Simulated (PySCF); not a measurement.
CH₇GeN, singlet, geometry from GFN2-xTB. Base run: PBE/6-31G* in PySCF.

Input for PySCF:
```python
from pyscf import gto, scf, dft, solvent

mol = gto.M(
    atom='''
Ge   -0.03852749   -0.29826525    0.18887817
C     1.62964066    0.44535456   -0.57584762
N    -1.53410385    0.68169130   -0.12850713
H     0.04371239   -0.39594059    1.68437563
H    -0.34215919   -1.65352553   -0.38023861
H     1.55152035    0.53096011   -1.65733976
H     1.82907163    1.43552091   -0.17229564
H     2.48103368   -0.18787893   -0.34925976
H    -1.81343297    0.76616877   -1.09609878
H    -1.55598332    1.60521686    0.28139119
''',
    basis='6-31g*',
    verbose=4,
)

mf = dft.RKS(mol)
mf.xc = 'pbe'
mf.kernel()
mf.analyze()
```

Each row names what was changed in the base input (with any setting that the change needs).

```tsv
change	ΔE vs base (kJ/mol)	dipole (D)	HOMO-LUMO gap (eV)
base	0.00	1.71	5.65
model = IEF-PCM; solvent = 2-propanol	-15.43	2.18	5.80
model = IEF-PCM; solvent = dimethylsulfoxide; lebedev_order = 41	-16.39	2.21	5.81
model = IEF-PCM; solvent = methanol	-16.04	2.20	5.81
model = IEF-PCM; solvent = dimethylsulfoxide; r_probe = 0.5	(withheld)	(withheld)	5.72
model = IEF-PCM; solvent = dimethylsulfoxide	-16.31	2.21	5.81
model = SS(V)PE; solvent = dimethylsulfoxide	-16.11	2.19	5.81
model = IEF-PCM; solvent = toluene	(withheld)	(withheld)	5.72
model = C-PCM; solvent = dimethylsulfoxide	(withheld)	2.21	(withheld)
model = IEF-PCM; solvent = dimethylsulfoxide; lebedev_order = 11	-15.34	2.19	5.80
model = IEF-PCM; solvent = dimethylsulfoxide; vdw_scale = 1.1	-21.98	2.29	5.87
model = ddCOSMO; solvent = dimethylsulfoxide	-11.39	2.13	5.80
```

Question: Fill in the missing entries.

Answer: 
- model = IEF-PCM; solvent = dimethylsulfoxide; r_probe = 0.5, ΔE vs base (kJ/mol): -6.40
- model = IEF-PCM; solvent = dimethylsulfoxide; r_probe = 0.5, dipole (D): 2.00
- model = IEF-PCM; solvent = toluene, ΔE vs base (kJ/mol): -7.34
- model = IEF-PCM; solvent = toluene, dipole (D): 1.92
- model = C-PCM; solvent = dimethylsulfoxide, ΔE vs base (kJ/mol): -16.54
- model = C-PCM; solvent = dimethylsulfoxide, HOMO-LUMO gap (eV): 5.82

The base is the gas phase, so ΔE is the electrostatic part of solvation at a fixed geometry, without cavity and dispersion terms.
